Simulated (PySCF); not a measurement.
**BiCl: frontier orbitals**

PBE0 at R = 2.450 Å; PySCF, scalar-relativistic core potentials, basis sets Bi cc-pVTZ-PP with ECP60, Cl cc-pV(T+d)Z. State: singlet, one real π or δ orbital doubly filled, a mixture of terms (⟨Lz²⟩ = 2.0), a second solution, started from another occupation. Only the outer orbitals are listed, counted within each symmetry, core potentials removing the inner ones.

| orbital | occ. | ε (eV) | on Bi (%) | main shells (%) |
| --- | --- | --- | --- | --- |
| 7σ | 2 | -22.31 | 8 | 91 Cl s |
| 8σ | 2 | -16.28 | 87 | 87 Bi s |
| 9σ | 2 | -9.81 | 29 | 70 Cl p, 22 Bi p |
| 4π | 2 | -9.21 | 9 | 91 Cl p |
| 4π | 2 | -9.09 | 8 | 92 Cl p |
| 5π | 2 | -5.17 | 93 | 93 Bi p |
| 5π | 0 | -4.14 | 93 | 93 Bi p |
| 10σ | 0 | -1.72 | 84 | 78 Bi p, 16 Cl p |
| 11σ | 0 | 2.61 | 104 | 100 Bi s |

Question: Which are the highest filled and the lowest empty level, where do they sit, and how wide is the gap?

Answer: Highest filled 5π at -5.17 eV (in %: 93 Bi p); lowest empty 5π at -4.14 eV (in %: 93 Bi p); the gap at PBE0 is 1.03 eV. Both belong to one degenerate shell, split only by its one-sided filling, so this is no excitation gap.

The bond order (Mayer) is 1.07, the ⟨S²⟩ is 0.000 and the charge on Bi (Mulliken, basis-dependent) is 0.34. The charge on Bi (Löwdin, basis-dependent) is 0.16 and the dipole moment (positive dipole means Bi(−)Cl(+)) is -2.78 D.

Shares are Mulliken populations and can fall outside 0 to 100 %.

Spin–orbit coupling is left out, which matters for elements this heavy, above all for dissociation energies.
